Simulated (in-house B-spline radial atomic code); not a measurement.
A calculation on the silicon ion Si⁶⁺: its settings, and results tabulated from the run. Level of theory: non-relativistic revTPSS, spin-polarised, spherical fractional occupations, point nucleus; calculated with a radial B-spline atomic code at the basis-set limit.

Command:
```bash
python run_scf.py task.json out
```
Settings:
```
Z                14
configuration    [He] 2s2 2p4
hamiltonian      nr
method           revtpss,revtpss
spin_polarised   True
```

Output (hartree, bohr):
```
 radial grid: 39 intervals, B-splines of order 8, outer radius 5.9701 bohr

 iter        energy (Eh)    residual
    1        -271.799044    2.61e-02
    2        -271.800368    7.85e-04
    3        -271.800370    3.59e-04
    4        -271.800370    1.69e-04
    5        -271.800370    1.80e-05
    6        -271.800370    2.82e-06
    7        -271.800370    2.82e-08

 total energy                      -271.80037
 kinetic                             271.5316
 electron-nucleus                   -606.3222
 Hartree                              79.9418
 exchange-correlation                -16.9515

 orbital      occ     eigenvalue          <r>       <r^2>       <1/r>     <1/r^2>       r_max
 1s up      1.000       -71.7264      0.11139   0.0166832     13.5891     372.986     0.07296
 1s down    1.000       -71.5896     0.111182   0.0166125     13.6055      373.63     0.07293
 2s up      1.000       -10.1189     0.530781    0.332591     2.75677     31.2784       0.438
 2s down    1.000        -9.8214      0.53647    0.340046     2.71991     30.3785       0.441
 2p up      3.000        -8.6086     0.483319    0.287701     2.66766     9.84638       0.366
 2p down    1.000        -8.2761     0.491083    0.297777     2.63447     9.64386      0.3699
```

Time taken, with all properties: 0.12 s on 1 thread of Intel(R) Xeon(R) Platinum 8488C (shared host).
